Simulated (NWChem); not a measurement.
# disilylmethane (CH₈Si₂); SMILES [SiH3]C[SiH3]

**Question.** Give the equilibrium geometry at PBE0/def2-SVP (NWChem) as a Z-matrix, with the point group.

**Answer.** point group C2v; any orientation.
```
C
H 1 1.1039
H 1 1.1039 2 106.68
Si 1 1.8832 2 108.50 3 -116.73
H 4 1.4954 1 110.42 2 177.77
H 4 1.4954 5 108.34 1 -121.04
H 4 1.4957 5 108.40 6 -117.41
Si 1 1.8832 2 108.51 3 116.72
H 8 1.4954 1 110.42 2 62.22
H 8 1.4954 9 108.34 1 -121.04
H 8 1.4957 9 108.40 10 -117.41
```
